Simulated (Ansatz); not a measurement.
Consider the cleavage of the Ge–B bond: `[BH2][GeH2][OH]` + HI → `[OH][GeH2][I]` + BH₃.

Program: Ansatz. Geometries: PBE0-D4/def2-TZVP. ΔE: electronic, gas phase. CCSD(T)/CBS adds triple-zeta CCSD(T) − MP2 to the extrapolated MP2 energy (def2 sets, frozen cores). This one scheme is used for every species. Functionals use def2-TZVPP. B3LYP here is the variant with VWN-RPA as its local correlation; programs differ in this. HSE06 is defined as in plane-wave codes. def2 core potentials past Kr. For Ge, I outer-core shells are correlated without core-valence functions, which leaves a few kJ/mol of doubt a bond. Scalar relativity is left out up to krypton. One conformer a species, not always the lowest.

`[BH2][GeH2][OH]`:

Cartesian coordinates in Å:
```
B 0.546 1.417 0.336
Ge 0.145 -0.526 -0.177
O -1.615 -0.799 0.008
H -0.321 2.160 0.681
H 1.670 1.819 0.289
H 0.902 -1.537 0.720
H 0.546 -0.838 -1.640
H -1.873 -1.696 -0.216
```

HI:

```xyz
2

I    -0.174   -0.522   -0.587
H     0.174    0.522    0.587
```

`[OH][GeH2][I]`:

```xyz
6

O     0.659   -0.343    1.237
Ge   -0.243    0.360   -0.112
I    -1.010   -1.471   -1.660
H     1.410   -0.871    0.952
H     0.644    1.298   -0.944
H    -1.460    1.029    0.526
```

BH₃:

Z-matrix (Å, degrees):
```
B
H 1 1.193
H 1 1.193 2 120.0
H 1 1.193 2 120.0 3 180.0
```

```
             level  ΔE (kJ/mol)  difference from CCSD(T)/CBS
         revPBE-D4        -93.1                          4.7
           BLYP-D4        -96.8                          1.0
            B97M-V        -89.8                          8.0
           PBE0-D4        -97.3                          0.5
          B3LYP-D4       -100.3                         -2.5
          BHLYP-D4       -107.8                        -10.0
      CAM-B3LYP-D4        -96.6                          1.2
               PBE        -90.6                          7.2
            r2SCAN        -98.5                         -0.7
             HSE06        -96.3                          1.5
         CAM-B3LYP        -94.7                          3.1
     CCSD/def2-SVP        -96.0                          1.8
   CCSD/def2-TZVPP        -93.3                          4.5
CCSD(T)/def2-TZVPP        -93.6                          4.2
    MP2/def2-QZVPP       -109.6                        -11.8
    CCSD/CBS(def2)        -97.5                          0.3
       CCSD(T)/CBS        -97.8                            0
```

Largest T1 diagnostic among the species: 0.012.

From PBE to PBE0 (25 % exact exchange), in def2-TZVPP and without D4, ΔE moves by −5.1 kJ/mol. Leaving LDA and LC-ωPBE aside and taking each functional with its dispersion term where it has one, the values spread over 18.0 kJ/mol, from BHLYP-D4 to B97M-V. LDA lies +7.8 kJ/mol from PBE without D4.
